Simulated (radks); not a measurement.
Question: Dy20+, configuration [Kr] 4d10. Calculated with a radial shooting solver on a logarithmic mesh with Libxc functionals: Dirac Kohn-Sham, relativistic LDA (MacDonald-Vosko exchange, VWN5 correlation), spin-unpolarised, spherical densities, finite nucleus; Fermi nuclear charge, rms radius 5.2218 fm.

Spin-orbit splittings of the eigenvalues, e(l+1/2) - e(l-1/2), with zeta = 2 splitting/(2l+1) and mean radii in bohr:

| shell | occ. | splitting (eV) | zeta (eV) | <r> j=l-1/2 | <r> j=l+1/2 |
|---|---|---|---|---|---|
| 2p | 6 | 790.5 | 527.0 | 0.07462 | 0.08165 |
| 3p | 6 | 164.8 | 109.9 | 0.2240 | 0.2372 |
| 3d | 10 | ? | ? | 0.2096 | 0.2136 |
| 4p | 6 | 42.07 | 28.05 | 0.5142 | 0.5386 |
| 4d | 10 | 8.402 | 3.361 | 0.5460 | 0.5533 |
| 5p | 0 | 14.02 | 9.348 | 0.9935 | 1.028 |

Estimate the 3d splitting.

Answer: 36.09 eV (zeta = 14.44 eV).
